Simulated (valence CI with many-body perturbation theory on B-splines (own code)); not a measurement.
# Questions on Mo¹⁰⁺

Computed by configuration interaction combined with many-body perturbation theory (CI+MBPT): four valence electrons over a frozen Dirac-Fock core [Ar] 3d10, radial functions for each j: 9 s, 9 p, 8 d, 6 f, 3 g, 1 h, with the one-electron correlation potential Σ1, the two-electron term Σ2, the three-electron term Σ3, Breit, model QED; selected CI, second order for the rest, scaled by the run's own slope (own B-spline code, finite nucleus).

No measured spectrum was set against this ion. As an estimate, levels hold to about 250 cm⁻¹ or 0.2 % of their energy and the worst to 1 %, as in measured heavy ions of charge 2 to 7; those with d or f electrons hold less well.

Names give the largest LS component (configuration and term), which can be under half, so a name can repeat, a term be missing and a line seem to break the LS rules; names also repeat where a configuration has a term twice.

Rates and lifetimes use the calculated energies. Strong lines usually hold to 10 to 20 %, long lifetimes can be off by a factor of two.

Q: What is the ground level?

A: 4s²4p² ³P_0, composition 88 % 4s²4p² ³P + 10 % 4s²4p² ¹S.

Q: Where does the other parity begin?

A: At 4s4p³ ⁵S°_2, 24.902 eV.

Q: Among levels below 69.809 eV, which E1 lines absorb most strongly from the ground level?

A: to 4s²4p4d ³D°_1 at 23.52 nm, f = 2.09; to 4s4p³ ³S°_1 at 29.85 nm, f = 0.266; to 4s4p³ ³D°_1 at 39.96 nm, f = 0.227.

Q: What are the static dipole polarisabilities of the lowest levels?

A: 4s²4p² ³P_0 1.02; 4s²4p² ³P_1 1.04 (tensor 0.034); 4s²4p² ³P_2 1.04 (tensor -0.0066); 4s²4p² ¹D_2 1.06 (tensor 0.079) bohr³, of which the core gives 0.0579.

Q: Name the longest-lived excited levels whose lifetime is computed, and their main decay.

A: 4s²4p² ³P_2 at 3.367 eV lives 119 ms, mostly by M1 to 4s²4p² ³P_1; 4s²4p² ³P_1 at 2.183 eV lives 11.3 ms, mostly by M1 to 4s²4p² ³P_0; 4s²4p² ¹D_2 at 6.794 eV lives 2.50 ms, mostly by M1 to 4s²4p² ³P_1. The lifetime of 4s²4p4d ³F°_4 is too uncertain to give, and may be longer.
